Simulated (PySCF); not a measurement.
ZrBr3, SMILES [Br][Zr]([Br])[Br] (connectivity only; charge and spin as stated), neutral, multiplicity 2. Atoms are numbered in the order given.

```xyz
4

Zr     0.0000     0.0000     0.0000
Br     2.4952     0.0000     0.0000
Br    -1.2476    -2.1609     0.0000
Br    -1.2476     2.1609     0.0000
```
Charge 0, spin multiplicity 2.

The structure is a stationary point at B3LYP-D3(BJ)/def2-SVP. The spin state was assumed, not searched. The def2 effective core potentials stand for the cores of Zr; spin–orbit coupling is left out.

These are PySCF with M06-2X/def2-TZVP values and carry that method's errors.

ESP charges are fitted to the potential on shells at 1.4 to 2.0 van der Waals radii. Atomic charges (e):

```csv
atom,ESP fit,Löwdin,Mulliken,Mulliken spin
Zr1,0.42,-0.39,0.98,1.06
Br2,-0.14,0.13,-0.33,-0.02
Br3,-0.14,0.13,-0.33,-0.02
Br4,-0.14,0.13,-0.33,-0.02
```
